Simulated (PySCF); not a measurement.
# Computed vibrations of Gd2H6

Gd2H6 (singlet in the valence; each metal's 4f electrons, 7 of them, lie in its core potential, out of spins and levels). PySCF 2.14.0, RKS PBE0, Gd lcecp-1-SVP with ECP53, H def2-SVP; non-relativistic Hamiltonian with scalar-relativistic core potentials where named; density fitting; no spin-orbit coupling. Central differences of gradients.

```xyz
8

Gd    0.0000    0.0000    1.8009
Gd    0.0000    0.0000   -1.8009
H     1.2537    0.0000    0.0000
H    -1.2537    0.0000    0.0000
H     0.0000    1.6984    2.8923
H     0.0000   -1.6984    2.8923
H     0.0000    1.6984   -2.8923
H     0.0000   -1.6984   -2.8923
```

Run from Python with OMP_NUM_THREADS=2. Where DIIS fails, smearing, a level shift and second-order steps follow.
It took 57 s on 2 threads of Arm Neoverse V1 (shared host).

Task: What are the harmonic wavenumbers and infrared intensities?

Result: Modes are labelled in D2h; negative numbers are unstable modes, those under 60 cm⁻¹ near the noise; a finer grid moves soft modes by up to 10 cm⁻¹.
| cm⁻¹ | km/mol | symmetry |
| --- | --- | --- |
| 119 | 0.0 | ag |
| 152 | 54.0 | b2u |
| 245 | 0.0 | b2g |
| 249 | 757.8 | b3u |
| 259 | 0.0 | b3g |
| 260 | 0.0 | au |
| 548 | 240.8 | b1u |
| 553 | 0.0 | b1g |
| 558 | 0.0 | ag |
| 641 | 92.7 | b2u |
| 932 | 731.0 | b3u |
| 1033 | 0.0 | ag |
| 1166 | 0.0 | b2g |
| 1304 | 2824.1 | b1u |
| 1437 | 0.0 | b3g |
| 1448 | 1746.2 | b2u |
| 1483 | 338.0 | b1u |
| 1497 | 0.0 | ag |

Task: Is this a minimum?

Result: Yes. Ideal gas at 298.15 K and 1 bar: S = 372.1 J/(mol K), Cp = 103.2 J/(mol K), H − H(0 K) = 20.7 kJ/mol (rigid rotor, harmonic modes, spin degeneracy alone, that of the 4f electrons in the core included).

An lcecp potential fixes the number of 4f electrons, so in runs with it no electron can move into or out of that shell.
